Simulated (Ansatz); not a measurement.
CH3ClO2Si, SMILES `O[Si@@H]1O[C@@H]1Cl`, relaxed with RKS PBE0-D4/def2-TZVP in Ansatz 0.2.0 from a PBE-D4/def2-SVP geometry. The force threshold is 0.005 eV/Å; the program also tests the step.

The species carries charge 0 and has multiplicity 1.

Start:

```xyz
8

O     0.833    0.840    1.507
Si   -0.480    0.406    0.594
O    -0.671   -1.227    0.097
C    -0.256   -0.418   -1.023
Cl    1.465   -0.704   -1.542
H     1.680    0.525    1.131
H    -1.676    1.080    1.155
H    -0.896   -0.502   -1.920
```

```csv
step,energy (eV),largest force (eV/Å),largest move (Å)
1,-25571.0428,1.194,0.000
2,-25571.1088,0.825,0.027
3,-25571.1390,0.281,0.032
4,-25571.1424,0.228,0.021
5 (rejected),-25571.1416,0.386,0.063
6,-25571.1457,0.029,0.031
7,-25571.1464,0.046,0.029
8,-25571.1465,0.018,0.011
9,-25571.1466,0.004,0.004
```

End:

```xyz
8

O     0.803    0.848    1.487
Si   -0.455    0.377    0.584
O    -0.612   -1.207    0.117
C    -0.240   -0.397   -1.029
Cl    1.408   -0.715   -1.610
H     1.670    0.518    1.234
H    -1.650    1.068    1.082
H    -0.926   -0.492   -1.864
```

Run time 54 s (2 threads of an Arm Neoverse V1 on a shared host); peak host memory 0.45 GiB.
